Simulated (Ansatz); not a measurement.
Calculated with Ansatz (gas phase, PBE0-D4/def2-TZVP geometries, no zero-point term in ΔE). CBS: MP2 limit from def2 TZ/QZ plus the TZ coupled-cluster correction, frozen cores. DFT in def2-TZVPP. B3LYP here is the variant with VWN-RPA as its local correlation; programs differ in this. One conformer a species, not always the lowest.

Reaction (redistribution): `C=C[SiH2]BC` + `O[SiH2]S[SiH](O)O` → `CB[SiH2]O` + `C=C[SiH](O)S[SiH2]O`

```
   level  ΔE (kJ/mol)
B3LYP-D4         20.8
 ωB97M-V         22.4
```

Task: What does CCSD(T)/CBS give? (Estimate.)

Result: Computed: +22.3 kJ/mol. The listed levels differ from it by -1.5, 0.1 kJ/mol.

Largest T1 diagnostic among the species: 0.012.

CCSD(T)/CBS has its own doubt, a few kJ/mol and more with outer-core shells, so smaller differences from it don't rank the levels.
